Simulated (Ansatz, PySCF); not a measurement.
System: sum formula SiNH2Br2 (charge 0, doublet). It need not be the lowest isomer of its formula. 
Geometry from a B3LYP-D3(BJ)/def2-TZVP (Ansatz, a program for electronic structure) optimisation:
```
Si
N 1 1.7062
H 2 1.0084 1 121.56
H 2 1.0084 3 113.39 1 159.21
Br 1 2.2562 2 106.73 3 -161.81
Br 1 2.2562 2 106.73 3 -40.66
```
Charge 0, spin multiplicity 2.

Quantity: atomisation energy (electronic, to ground-state atoms), in kcal/mol. Valence correlation only, unless marked. UHF or UKS for open shells. No spin-orbit coupling. Frozen are the shells of the preceding noble gas and the d and f shells that filled before the atom's block. No relativistic terms. The coupled-cluster limit lacks core correlation, which all-electron functionals hold. CBS(X,Y): correlation extrapolated as X^-3; Hartree-Fock from the larger set. The bracket is a focal-point correction in the basis named.

| level | program | atomisation energy (kcal/mol) | minus last row |
|---|---|---|---|
| HF/def2-TZVPD | PySCF | 292.6 | -138.0 |
| BLYP-D3(BJ)/def2-TZVPD | Ansatz + dftd3 | 433.9 | 3.3 |
| PBE0/def2-SVP | Ansatz | 425.0 | -5.6 |
| BHLYP-D4/def2-TZVPD | Ansatz + dftd4 | 416.8 | -13.8 |
| TPSSh-D3(BJ)/def2-TZVPD | PySCF + dftd3 | 436.9 | 6.3 |
| CAM-B3LYP-D3(BJ)/def2-TZVPD | Ansatz + dftd3 | 430.7 | 0.1 |
| B2GP-PLYP/def2-TZVPD | Ansatz | 422.1 | -8.5 |
| CCSD/def2-SVP | Ansatz | 378.2 | -52.4 |
| CCSD(T)/def2-SVP | Ansatz | 384.4 | -46.2 |
| RI-MP2/CBS(def2-TZVPP,def2-QZVPP)+[CCSD(T)-MP2]/def2-TZVPP | Ansatz | 430.6 | 0.0 |
